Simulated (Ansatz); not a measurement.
Born–Oppenheimer molecular dynamics of CH$_{9}$NSSi$_{2}$ (14 atoms, charge 0, multiplicity 1). It starts from a relaxed structure.

Computed with Ansatz, RKS PBE/STO-3G.

```
ensemble        : NVT, Nosé–Hoover chain
time step       : 1 fs
steps asked     : 141
set temperature : 500 K
thermostat      : time constant 300 fs, chain length 1
seed            : 320890
```

First frame:

```xyz
14
Properties=species:S:1:pos:R:3
N -1.219 2.433 0.401
Si -0.665 0.793 0.900
C 0.403 -0.140 -0.377
Si 0.880 -1.871 0.233
S -0.501 -0.154 -1.990
H -1.690 2.314 -0.548
H -0.346 2.982 0.131
H -1.860 0.007 1.174
H 0.119 0.953 2.117
H 1.341 0.442 -0.501
H 1.685 -2.548 -0.775
H -0.311 -2.667 0.487
H 1.655 -1.782 1.463
H 0.497 -0.789 -2.686
```

Task: What does the run give?

Result: All steps were run.

* steps done: 141
* time covered: 141 fs
* mean temperature over the second half: 262 K
* spread of the potential energy over the second half: 5.3 meV per atom
* mean potential energy of the second half above the start: 29.1 meV per atom

The conserved energy stayed within 1.5 meV per atom of its start (net change 0.83 meV per atom), so the integration is sound. The mean temperature of the second half is 48 % below the set value. A run of 0.14 ps of so small a system gives no equilibrium averages. Limits of this set-up: minimal basis.

Task: What happens to the structure?

Result: The same pairs are bonded in the first frame and the last. Pairs count as bonded within 1.25 times the sum of covalent radii (0.12 Å more for H–H). Another seed would give other details.

Task: How do temperature and energy run in time?

Result: 
| time (fs) | T (K) | potential energy less start (eV) | conserved less start (meV/atom) |
| --- | --- | --- | --- |
| 0.0 | 500 | 0.000 | 0.00 |
| 7.0 | 233 | 0.427 | 0.88 |
| 14.0 | 262 | 0.379 | 0.75 |
| 21.0 | 207 | 0.474 | 1.32 |
| 28.0 | 268 | 0.373 | 0.86 |
| 35.0 | 207 | 0.473 | 1.12 |
| 42.0 | 186 | 0.504 | 0.92 |
| 49.0 | 162 | 0.546 | 1.20 |
| 56.0 | 220 | 0.454 | 1.01 |
| 63.0 | 356 | 0.240 | 0.61 |
| 70.0 | 217 | 0.458 | 0.70 |
| 77.0 | 339 | 0.269 | 0.50 |
| 84.0 | 253 | 0.412 | 1.02 |
| 91.0 | 269 | 0.386 | 0.68 |
| 98.0 | 284 | 0.371 | 1.12 |
| 105.0 | 254 | 0.416 | 0.71 |
| 112.0 | 266 | 0.409 | 1.29 |
| 119.0 | 235 | 0.458 | 1.13 |
| 126.0 | 213 | 0.496 | 1.12 |
| 133.0 | 258 | 0.423 | 0.62 |
| 140.0 | 303 | 0.363 | 1.05 |

Run time: 14 min on 1 CPU thread of a shared host.
